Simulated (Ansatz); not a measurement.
Calculated with Ansatz (gas phase, PBE0-D4/def2-TZVP geometries, no zero-point term in ΔE). CCSD(T)/CBS adds triple-zeta CCSD(T) − MP2 to the extrapolated MP2 energy (def2 sets, frozen cores). This one scheme is used for every species. Functionals use def2-TZVPP. B3LYP here is the variant with VWN-RPA as its local correlation; programs differ in this. HSE06 is defined as in plane-wave codes. One conformer a species, not always the lowest.

Consider the substitution at a C–N bond: `C=NCS[SiH3]` + H–F → `FCS[SiH3]` + `C=N`.

```tsv
level	ΔE (kJ/mol)	difference from CCSD(T)/CBS
LDA (SPW92)	43.5	0.4
PBE-D4	35.2	-7.9
revPBE-D4	40.5	-2.6
BLYP-D4	30.7	-12.4
r2SCAN-D4	31.4	-11.7
B97M-V	28.2	-14.9
PBE0-D4	38.3	-4.8
B3LYP-D4	32.3	-10.8
r2SCANh-D4	33.1	-10.0
r2SCAN0-D4	35.5	-7.6
HSE06-D4	38.1	-5.0
BHLYP-D4	32.3	-10.8
CAM-B3LYP-D4	29.2	-13.9
ωB97X-V	28.9	-14.2
ωB97M-V	31.7	-11.4
PBE	27.7	-15.4
revPBE	21.5	-21.6
BLYP	15.2	-27.9
r2SCAN	29.2	-13.9
B3LYP	20.4	-22.7
r2SCANh	30.7	-12.4
r2SCAN0	32.9	-10.2
HSE06	31.8	-11.3
BHLYP	22.9	-20.2
CAM-B3LYP	22.3	-20.8
RPA@PBE/def2-TZVPP	32.2	-10.9
HF/def2-SVP	16.8	-26.3
MP2/def2-SVP	46.4	3.3
CCSD/def2-SVP	33.0	-10.1
HF/def2-TZVPP	15.2	-27.9
MP2/def2-TZVPP	53.1	10.0
SCS-MP2/def2-TZVPP	42.6	-0.5
CCSD/def2-TZVPP	36.5	-6.6
CCSD(T)/def2-TZVPP	40.0	-3.1
HF/def2-QZVPP	15.2	-27.9
MP2/def2-QZVPP	54.8	11.7
SCS-MP2/def2-QZVPP	44.4	1.3
HF/CBS(def2)	15.2	-27.9
MP2/CBS(def2)	56.1	13.0
CCSD/CBS(def2)	39.5	-3.6
CCSD(T)/CBS	43.1	0
```

**Question.** What do rigid-rotor, harmonic-oscillator terms from PBE0-D4/def2-TZVP frequencies (298.15 K, 1 bar) make of the CCSD(T)/CBS value? (An estimate is asked.)

**Answer.** Computed: ΔZPE = +3.6 kJ/mol, ΔH = +45.3 kJ/mol, ΔS = 30 J/(mol·K), ΔG = +36.3 kJ/mol. Modes under 50 cm⁻¹ make the entropy rough.

Largest T1 diagnostic among the species: 0.012.

Leaving LDA and LC-ωPBE aside and taking each functional with its dispersion term where it has one, the values, not all of them listed here, spread over 13.9 kJ/mol, from B97M-V to PBE-QIDH. LDA lies +15.8 kJ/mol from PBE without D4. From r2SCAN to r2SCAN0 (25 % exact exchange), in def2-TZVPP and without D4, ΔE moves by +3.7 kJ/mol.
